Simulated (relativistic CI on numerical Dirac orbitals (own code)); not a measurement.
## Bi3+: computed level list

Computed by Dirac-Coulomb-Breit CI, separate exchange-only KLI orbitals for each configuration, QED by a radiative potential, valence Slater integrals scaled by 0.85, P86 correlation estimate, and configurations built on the next ion tied to the tabulated ionisation energy (semi-empirical) (own radial code, finite nucleus).

CI space (outside the closed core [Xe] 4f14): 5d10.6s2, 5d10.6s.6d, 5d10.6s.7s, 5d10.6s.7p, 5d10.6s.6p, 5d10.6s.7d, 5d10.6s.8s, 5d10.6s.6f, 5d10.6s.7f, 5d10.6p2, 5d10.6d2, 5d10.5f2, 5d8.6s2.6p2, 5d10.6p.6d, 5d10.6s.5f, 5d9.6s2.5f, 5d9.6s2.6p, 5d9.6s.6p2, 5d10.5f.6p, 5d10.6f2, 5d9.6s2.5g, 5d10.6s.8p, 5d10.5g2, 5d10.6s.5g. Levels of other configurations are missing.

| No. | Configuration | Term | J | E (cm⁻¹) | % | Next component (%) | Landé g |
| --- | --- | --- | --- | --- | --- | --- | --- |
| 1 | 5d10.6s2 | 1S | 0 | 0.0 | 98 | 2 5d10.6p2 1S |  |
| 2 | 5d10.6s.6p | 3P° | 0 | 78151.5 | 100 |  |  |
| 3 | 5d10.6s.6p | 3P° | 1 | 83372.2 | 92 | 8 1P° | 1.460 |
| 4 | 5d10.6s.6p | 3P° | 2 | 102978.2 | 99 |  | 1.501 |
| 5 | 5d10.6s.6p | 1P° | 1 | 123482.2 | 89 | 8 3P° | 1.040 |
| 6 | 5d10.6p2‡ | 3P | 0 | 166101.0 | 83 | 15 1S |  |
| 7 | 5d10.6p2‡ | 1D | 2 | 182455.1 | 56 | 27 3P | 1.138 |
| 8 | 5d10.6p2‡ | 3P | 1 | 182597.1 | 99 | 1 5d9.6s.6p2 3P | 1.502 |
| 9 | 5d10.6p2‡ | 3P | 2 | 201958.2 | 55 | 29 5d10.6s.6d 1D | 1.293 |
| 10 | 5d10.6s.6d | 3D | 1 | 204225.5 | 98 | 1 5d10.6s.7s 3S | 0.519 |
| 11 | 5d10.6s.7s | 3S | 1 | 204443.7 | 98 | 1 5d10.6s.6d 3D | 1.981 |
| 12 | 5d10.6s.6d | 3D | 2 | 205343.9 | 90 | 7 5d10.6p2 3P | 1.186 |
| 13 | 5d10.6s.6d | 3D | 3 | 206467.1 | 99 | 1 5d10.5f.6p 3D | 1.334 |
| 14 | 5d9.6s2.6p‡ | 3P° | 2 | 207178.0 | 65 | 25 3D° | 1.358 |
| 15 | 5d9.6s2.6p‡ | 3F° | 3 | 208949.4 | 50 | 33 1F° | 1.096 |
| 16 | 5d10.6s.7s | 1S | 0 | 209279.6 | 96 | 3 5d10.6p2 1S |  |
| 17 | 5d10.6s.6d | 1D | 2 | 219874.6 | 52 | 34 5d10.6p2 1D | 1.050 |
| 18 | 5d10.6p2‡ | 1S | 0 | 224524.4 | 78 | 15 3P |  |
| 19 | 5d9.6s2.6p‡ | 3F° | 2 | 229367.7 | 75 | 9 5d10.6s.5f 3F° | 0.765 |
| 20 | 5d10.6s.7p | 3P° | 0 | 230911.1 | 99 |  |  |
| 21 | 5d10.6s.7p | 3P° | 1 | 230960.4 | 60 | 17 5d9.6s2.6p 3P° | 1.340 |
| 22 | 5d9.6s2.6p‡ | 3F° | 4 | 231308.4 | 85 | 14 5d10.6s.5f 3F° | 1.250 |
| 23 | 5d9.6s2.6p‡ | 3P° | 1 | 233573.5 | 49 | 23 3D° | 1.210 |
| 24 | 5d9.6s2.6p‡ | 1D° | 2 | 236558.3 | 53 | 19 5d10.6s.7p 3P° | 1.185 |
| 25 | 5d10.6s.7p | 1P° | 1 | 237993.5 | 40 | 35 5d9.6s2.6p 1P° | 1.062 |
| 26 | 5d10.6s.7p | 3P° | 2 | 238464.9 | 80 | 12 5d9.6s2.6p 1D° | 1.437 |
| 27 | 5d9.6s2.6p‡ | 3D° | 3 | 238940.6 | 75 | 22 1F° | 1.251 |
| 28 | 5d10.6s.5f | 3F° | 3 | 240999.2 | 89 | 5 5d9.6s2.6p 1F° | 1.078 |
| 29 | 5d10.6s.5f | 3F° | 2 | 242244.0 | 85 | 8 5d9.6s2.6p 3F° | 0.681 |
| 30 | 5d10.6s.5f | 3F° | 4 | 242870.0 | 85 | 14 5d9.6s2.6p 3F° | 1.250 |
| 31 | 5d10.6s.5f | 1F° | 3 | 243880.4 | 93 | 4 5d10.6p.6d 1F° | 1.003 |
| 32 | 5d9.6s2.6p‡ | 1P° | 1 | 245070.9 | 47 | 38 5d10.6s.7p 1P° | 0.995 |
| 33 | 5d9.6s2.6p‡ | 3P° | 0 | 253570.7 | 99 |  |  |
| 34 | 5d9.6s2.6p‡ | 3F° | 3 | 259048.5 | 49 | 40 1F° | 1.072 |
| 35 | 5d9.6s2.6p‡ | 3D° | 1 | 259549.5 | 55 | 33 3P° | 0.890 |
| 36 | 5d9.6s2.6p‡ | 3D° | 2 | 262086.6 | 56 | 24 1D° | 1.073 |
| 37 | 5d10.6s.8s | 3S | 1 | 272962.8 | 100 |  | 2.002 |
| 38 | 5d10.6s.7d | 3D | 1 | 273538.8 | 99 | 1 5d9.6s.6p2 3D | 0.499 |
| 39 | 5d10.6s.7d | 3D | 2 | 273819.8 | 93 | 6 1D | 1.157 |
| 40 | 5d10.6s.7d | 3D | 3 | 274532.7 | 98 | 1 5d9.6s.6p2 3D | 1.335 |
| 41 | 5d10.6s.8s | 1S | 0 | 275148.3 | 99 |  |  |
| 42 | 5d10.6p.6d‡ | 3F° | 2 | 275585.0 | 71 | 22 1D° | 0.760 |
| 43 | 5d10.6s.7d | 1D | 2 | 276171.0 | 91 | 6 3D | 1.010 |
| 44 | 5d9.6s<3D>.6p2(3P)‡ | 5D | 3 | 278627.5 | 41 | 19 5P | 1.437 |
| 45 | 5d10.6p.6d‡ | 3P° | 2 | 282346.5 | 38 | 30 3D° | 1.239 |

Energies count from the lowest computed level; ° marks odd parity. Percentages are summed over parent terms; the parents shown are those of the largest component, closed shells are left out there, and <> holds an intermediate term. ‡ marks configurations that were not tied to measured data.

The mean weight of the leading LS term, summed over parents, in these 45 levels is 78 %, and that of the leading jj configuration (from the same eigenvectors) 84 %.

Configurations that consist of the next ion and one excited electron were tied to the tabulated ionisation energy; Rydberg ones are usually within 1,000 to 3,000 cm⁻¹ and the lowest ones within about 6,000 (9,000 in d shells), while levels on excited terms of the next ion carry the error of that term, and the other configurations can be misplaced by 10,000 cm⁻¹ or more. Rates follow the energies as ν³ (E1, M1) or ν⁵ (E2), so rates, branching and lifetimes can be off by large factors. The fine structure of a lone outer electron comes out too small, for d and f at times inverted, and misplaced configurations move strength between like terms. 19 of the 21 excited levels that our extract of the measured tables holds in this range could be paired (the sources list more); they are missed by 5994 cm⁻¹ on average and 8880 at most, and levels without a partner can miss by more.

LS names give the leading component of a level, which can be under half, so a name can repeat, a term be missing and a line seem to break the LS rules.
